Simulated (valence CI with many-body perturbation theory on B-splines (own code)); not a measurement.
## E1 transitions of Dy34+

Level of theory: relativistic CI+MBPT: four valence electrons over a frozen Dirac-Fock core [Ar] 3d10, radial functions for each j: 11 s, 11 p, 10 d, 8 f, 5 g, 2 h, with the one-electron correlation potential Σ1, the two-electron term Σ2, the three-electron term Σ3, Breit, model QED; selected CI, second order for the rest, scaled by the run's own slope (own B-spline code, finite nucleus).

The last digits are not significant, and no measured levels were compared; by estimate large intervals hold to a few tenths of a per cent, small ones and those within an open d or f shell to about a per cent. Among the levels kept, up to 400 cm⁻¹ of a level comes from second order outside the variational space, and about a tenth of that is noise between levels of different J, which matters for small intervals.

Lines 201 to 250 of 566 in falling wavelength, among levels below 3790.3 × 10³ cm⁻¹, chosen from the strongest by gf and those to the six lowest levels. Wavelengths and rates use the calculated energies. Electric multipoles are in the length gauge, E1 and E2 with the static RPA response of the core. Weak lines are less certain than strong ones. Lines between different terms over intervals too small for the method are left out, as are lines whose strength nearly cancels. Where a level lies close to another of its J and parity, the split of strength between their lines is uncertain. The highest levels of a list are the least certain.

Levels are named by their leading jj configuration (3d3/2^4 stands for four electrons in 3d with j = 3/2), which in mixed levels can hold well under half, so a name can repeat and another be missing. Letters in brackets count levels of one name in rising energy.

| λ vac (nm) | Upper | Lower | A (s⁻¹) | S (a.u.) |
| --- | --- | --- | --- | --- |
| 8.730 | (4s 4p3/2^2 4d5/2) J=1 [b] | (4s^2 4p3/2 4d5/2) J=2 | 9.31e+10 | 9.17e-02 |
| 8.721 | (4s 4p1/2 4d3/2 4d5/2) J=2 [d] | (4s 4p1/2 4p3/2 4d3/2) J=1 [d] | 4.01e+10 | 6.57e-02 |
| 8.713 | (4s 4p1/2 4p3/2^2) J=2 [b] | (4s^2 4p1/2 4p3/2) J=1 | 8.31e+10 | 1.36e-01 |
| 8.711 | (4s 4p1/2^2 4d5/2) J=2 | (4s 4p1/2^2 4p3/2) J=1 | 2.34e+11 | 3.83e-01 |
| 8.704 | (4s 4p1/2 4p3/2 4f7/2) J=4 | (4s 4p1/2 4p3/2 4d5/2) J=4 [b] | 6.96e+10 | 2.04e-01 |
| 8.697 | (4s 4p1/2 4p3/2 4d5/2) J=1 [c] | (4s 4p1/2 4p3/2^2) J=2 [b] | 5.77e+10 | 5.62e-02 |
| 8.695 | (4s 4p1/2 4p3/2 4f5/2) J=3 [c] | (4s 4p1/2 4p3/2 4d5/2) J=3 [b] | 7.09e+10 | 1.61e-01 |
| 8.689 | (4s^2 4d3/2 4d5/2) J=2 | (4s^2 4p3/2 4d3/2) J=1 | 6.55e+10 | 1.06e-01 |
| 8.686 | (4s 4p1/2 4d3/2 4d5/2) J=3 [d] | (4s 4p1/2 4p3/2 4d3/2) J=3 [b] | 4.32e+10 | 9.79e-02 |
| 8.685 | (4p1/2 4p3/2^2 4d5/2) J=2 [b] | (4s 4p1/2 4p3/2 4d5/2) J=2 [b] | 5.84e+10 | 9.44e-02 |
| 8.684 | (4s 4p1/2 4p3/2 4d5/2) J=2 [c] | (4s 4p1/2 4p3/2^2) J=2 [b] | 2.86e+10 | 4.62e-02 |
| 8.683 | (4s^2 4p1/2 4d5/2) J=3 | (4s^2 4p1/2 4p3/2) J=2 | 1.80e+11 | 4.08e-01 |
| 8.678 | (4s 4p1/2 4p3/2 4d5/2) J=1 [c] | (4s 4p1/2 4p3/2^2) J=1 [b] | 1.41e+11 | 1.36e-01 |
| 8.673 | (4s 4p1/2 4d3/2 4d5/2) J=2 [c] | (4s 4p1/2 4p3/2 4d3/2) J=1 [b] | 4.64e+10 | 7.47e-02 |
| 8.670 | (4s 4p1/2 4d3/2 4d5/2) J=2 [b] | (4s 4p1/2 4p3/2 4d3/2) J=2 [c] | 4.20e+10 | 6.75e-02 |
| 8.665 | (4s 4p1/2 4p3/2 4d5/2) J=2 [c] | (4s 4p1/2 4p3/2^2) J=1 [b] | 6.31e+10 | 1.01e-01 |
| 8.659 | (4s 4p1/2 4p3/2 4f5/2) J=2 [a] | (4s 4p1/2 4p3/2 4d3/2) J=3 [c] | 5.17e+10 | 8.29e-02 |
| 8.655 | (4s 4p1/2 4d5/2^2) J=4 [b] | (4s 4p1/2 4p3/2 4d5/2) J=4 [c] | 1.77e+11 | 5.10e-01 |
| 8.646 | (4s 4p1/2 4d3/2 4d5/2) J=3 [e] | (4s 4p1/2 4p3/2 4d5/2) J=3 [a] | 2.48e+10 | 5.53e-02 |
| 8.642 | (4s 4p1/2 4p3/2 4d5/2) J=1 [d] | (4s 4p1/2 4p3/2^2) J=1 [c] | 3.31e+11 | 3.16e-01 |
| 8.641 | (4s 4p1/2 4p3/2^2) J=1 [c] | (4s^2 4p1/2 4p3/2) J=2 | 1.63e+11 | 1.56e-01 |
| 8.638 | (4s 4p1/2 4d3/2 4d5/2) J=3 [c] | (4s 4p1/2 4p3/2 4d3/2) J=2 [b] | 1.25e+11 | 2.79e-01 |
| 8.637 | (4s 4p3/2^2 4d5/2) J=3 [b] | (4s^2 4p3/2 4d5/2) J=4 | 2.08e+11 | 4.62e-01 |
| 8.633 | (4s 4p1/2 4p3/2 4f7/2) J=5 [b] | (4s 4p1/2 4p3/2 4d5/2) J=5 | 2.97e+10 | 1.04e-01 |
| 8.632 | (4p1/2 4p3/2^2 4d5/2) J=0 | (4s 4p1/2 4p3/2 4d5/2) J=1 [a] | 2.45e+11 | 7.79e-02 |
| 8.629 | (4s 4p3/2^2 4d3/2) J=2 [b] | (4s 4p3/2^3) J=2 | 4.51e+10 | 7.14e-02 |
| 8.621 | (4s 4p1/2 4p3/2 4d5/2) J=2 [d] | (4s 4p1/2 4p3/2^2) J=2 [b] | 1.25e+11 | 1.98e-01 |
| 8.621 | (4s^2 4d5/2^2) J=2 | (4s^2 4p3/2 4d5/2) J=3 | 3.15e+11 | 4.98e-01 |
| 8.620 | (4s 4p1/2 4p3/2 4f5/2) J=1 [a] | (4s 4p1/2 4p3/2 4d5/2) J=1 [a] | 5.26e+10 | 4.98e-02 |
| 8.614 | (4s 4p1/2 4p3/2 4d5/2) J=0 | (4s 4p1/2 4p3/2^2) J=1 [b] | 3.32e+11 | 1.05e-01 |
| 8.611 | (4s 4p1/2^2 4f7/2) J=3 | (4s 4p1/2^2 4d5/2) J=2 | 2.08e+11 | 4.58e-01 |
| 8.606 | (4s 4p1/2 4d3/2 4d5/2) J=3 [b] | (4s 4p1/2 4p3/2 4d3/2) J=3 [a] | 1.20e+11 | 2.64e-01 |
| 8.604 | (4s 4p1/2 4d5/2^2) J=3 | (4s 4p1/2 4p3/2 4d5/2) J=2 [b] | 4.46e+10 | 9.82e-02 |
| 8.598 | (4s 4p1/2 4d5/2^2) J=3 | (4s 4p1/2 4p3/2 4d5/2) J=3 [a] | 7.30e+10 | 1.60e-01 |
| 8.593 | (4s 4p1/2 4d5/2^2) J=2 | (4s 4p1/2 4p3/2 4d5/2) J=2 [b] | 7.51e+10 | 1.18e-01 |
| 8.593 | (4s^2 4p3/2 4f7/2) J=3 [a] | (4s^2 4p3/2 4d5/2) J=4 | 7.26e+10 | 1.59e-01 |
| 8.587 | (4s 4p1/2 4d5/2^2) J=2 | (4s 4p1/2 4p3/2 4d5/2) J=3 [a] | 4.72e+10 | 7.37e-02 |
| 8.583 | (4s^2 4p1/2 4f5/2) J=3 | (4s^2 4p1/2 4d5/2) J=3 | 3.55e+10 | 7.75e-02 |
| 8.580 | (4s^2 4p3/2 4f7/2) J=3 [a] | (4s^2 4p3/2 4d3/2) J=3 | 3.42e+10 | 7.47e-02 |
| 8.574 | (4s 4p1/2 4p3/2 4d5/2) J=1 [b] | (4s 4p1/2 4p3/2^2) J=0 | 1.80e+11 | 1.68e-01 |
| 8.574 | (4s 4p1/2 4p3/2 4f7/2) J=3 [b] | (4s 4p1/2 4p3/2 4d5/2) J=3 [b] | 9.07e+10 | 1.98e-01 |
| 8.574 | (4s 4p3/2^2 4d5/2) J=1 [b] | (4s 4p3/2^3) J=1 | 1.76e+11 | 1.64e-01 |
| 8.571 | (4s 4p3/2^2 4d3/2) J=1 [c] | (4s 4p3/2^3) J=2 | 1.16e+11 | 1.08e-01 |
| 8.563 | (4s 4p3/2^2 4d5/2) J=2 [b] | (4s^2 4p3/2 4d3/2) J=3 | 4.31e+10 | 6.68e-02 |
| 8.560 | (4p1/2 4p3/2^2 4d3/2) J=2 [d] | (4s 4p1/2 4p3/2 4d3/2) J=2 [b] | 7.78e+10 | 1.20e-01 |
| 8.557 | (4s 4p1/2 4d3/2^2) J=1 [a] | (4s 4p1/2 4p3/2 4d3/2) J=0 [a] | 4.90e+10 | 4.55e-02 |
| 8.555 | (4s^2 4d3/2^2) J=0 | (4s^2 4p3/2 4d3/2) J=1 | 2.34e+11 | 7.22e-02 |
| 8.551 | (4s 4p1/2 4d3/2 4d5/2) J=2 [a] | (4s 4p1/2 4p3/2 4d3/2) J=2 [a] | 8.62e+10 | 1.33e-01 |
| 8.550 | (4s 4p1/2 4p3/2 4f5/2) J=3 [b] | (4s 4p1/2 4p3/2 4d5/2) J=3 [a] | 3.17e+10 | 6.84e-02 |
| 8.547 | (4s 4p1/2 4d3/2 4d5/2) J=2 [b] | (4s 4p1/2 4p3/2 4d5/2) J=2 [a] | 3.68e+10 | 5.67e-02 |
